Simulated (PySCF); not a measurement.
Gas-phase reaction: 4 GaF + O2 ⇌ 2 Ga2O + 4 F

Computed with PySCF and rigid-rotor harmonic-oscillator thermochemistry at 1 bar. † marks an energy on the PBE0/def2-TZVP geometry and frequencies; other levels use their own. CCSD(T) freezes the core. Open shells (unrestricted): O2 (multiplicity 3), F (multiplicity 2); the rest are closed-shell singlets. Spin-orbit splitting is ignored; it lowers the true energy and changes the entropy of F. B3LYP is the form with VWN-RPA correlation. Ga: all electrons, no relativistic terms. CCSD(T) isn't extrapolated to the basis-set limit.

```
level               ΔH°(298 K), kJ
------------------  --------------
B3LYP/def2-TZVP†               ___
BLYP/def2-TZVP†               1155
CCSD(T)/def2-SVP†              ___
M06-2X/def2-TZVP†             1052
PBE/def2-SVP                  1187
r2SCAN/def2-TZVP†             1086
LDA/def2-TZVP†                 ___
ωB97M-V/def2-TZVP†             ___
ωB97X-V/def2-TZVP†            1085
```

What belongs in the gaps?


- B3LYP/def2-TZVP†, ΔH°(298 K), kJ: 1085
- CCSD(T)/def2-SVP†, ΔH°(298 K), kJ: 965
- LDA/def2-TZVP†, ΔH°(298 K), kJ: 1349
- ωB97M-V/def2-TZVP†, ΔH°(298 K), kJ: 1071
